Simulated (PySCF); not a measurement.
Coordinates in bohr (charge 0 multiplicity 4):
```
Mn    0.0000   -0.6147    0.0000
O    -0.1425    2.3292    0.0000
H     1.1305   -1.7294   -2.5346
H     1.1305   -1.7294    2.5346
```

Level of theory: UPBE0 in PySCF with Mn def2-TZVP, O def2-TZVP, H def2-TZVP; no relativity; density-fitted integrals.

This geometry of H₂MnO is a stationary point at this level.

What is the point group?

Cs.

Is it a minimum?

Yes: all harmonic wavenumbers are real.

List the harmonic modes with their infrared intensities.


```csv
symmetry,ω (cm⁻¹),IR (km/mol)
a',221,115
a'',497,0.0
a',597,52.5
a',1017,126
a',1807,74.0
a'',1823,110
```

Give the atomic charges and bond orders.


```csv
atom,Mulliken,Löwdin,polar tensor,spin (Mulliken),Mayer order to Mn1
Mn1,0.72,0.37,1.08,3.48,–
O2,-0.55,-0.24,-0.63,-0.11,1.91
"H3,4",-0.09,-0.07,-0.23,-0.19,0.86
```

This need not be the most stable arrangement of these atoms. Open d and f shells are described by one determinant, and the ground state may have another occupation or spin.
